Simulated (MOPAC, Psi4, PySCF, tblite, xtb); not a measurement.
Dimer HCl ··· CH3Br (SMILES Cl and CBr) at R = 4.05 Å between the centres of mass, closest contact 3.98 Å (a random orientation, not optimised). Geometry in Å and degrees:

```
C
H 1 1.0842
H 1 1.0842 2 111.23
H 1 1.0842 2 111.23 3 124.60
Br 1 1.9574 2 107.64 3 -117.70
Cl 3 3.9839 1 119.87 2 -115.11
H 6 1.2820 3 113.79 1 -85.31
```

Methods: GFN2-xTB (tblite); SAPT0/jun-cc-pVDZ, frozen core (Psi4); BLYP/def2-TZVP, counterpoise-corrected (Psi4); BLYP-D3(BJ)/def2-TZVP, counterpoise-corrected (Psi4); PBE/def2-TZVP, counterpoise-corrected (Psi4); PBE-D3(BJ)/def2-TZVP, counterpoise-corrected (Psi4); HF/aug-cc-pVDZ, counterpoise-corrected (Psi4); MP2/aug-cc-pVDZ = Psi4 with DF-MP2/aug-cc-pVDZ, frozen core, counterpoise-corrected; SCS-MP2/aug-cc-pVDZ = DF-SCS-MP2/aug-cc-pVDZ, frozen core, counterpoise-corrected (Psi4); PM3, restricted, heats of formation (MOPAC); PM6, restricted, heats of formation (MOPAC); GFN1-xTB (xtb); RKS-B3LYP/6-31G* = PySCF 2.14.0 with restricted B3LYP/6-31G*, spherical d, no counterpoise correction; RHF/6-31G* = PySCF 2.14.0 with restricted Hartree-Fock/6-31G*, spherical d, no counterpoise correction; RHF/LANL2DZ = restricted Hartree-Fock/LANL2DZ, with its core potentials past Ne, no counterpoise correction (PySCF); RMP2/6-31G* = PySCF with restricted MP2 (frozen core)/6-31G*, spherical d, no counterpoise correction.

Q: What interaction energy does each level give?

A: 
```tsv
method	E_int / kcal/mol
GFN2-xTB	-0.52
PBE-D3(BJ)/def2-TZVP	-0.42
GFN1-xTB	-0.40
BLYP-D3(BJ)/def2-TZVP	-0.23
MP2/aug-cc-pVDZ	-0.12
PM6	-0.06
PM3	0.05
SCS-MP2/aug-cc-pVDZ	0.09
PBE/def2-TZVP	0.14
RMP2/6-31G*	0.15
SAPT0/jun-cc-pVDZ	0.30
RKS-B3LYP/6-31G*	0.53
RHF/LANL2DZ	0.61
RHF/6-31G*	0.73
HF/aug-cc-pVDZ	0.80
BLYP/def2-TZVP	0.89
```
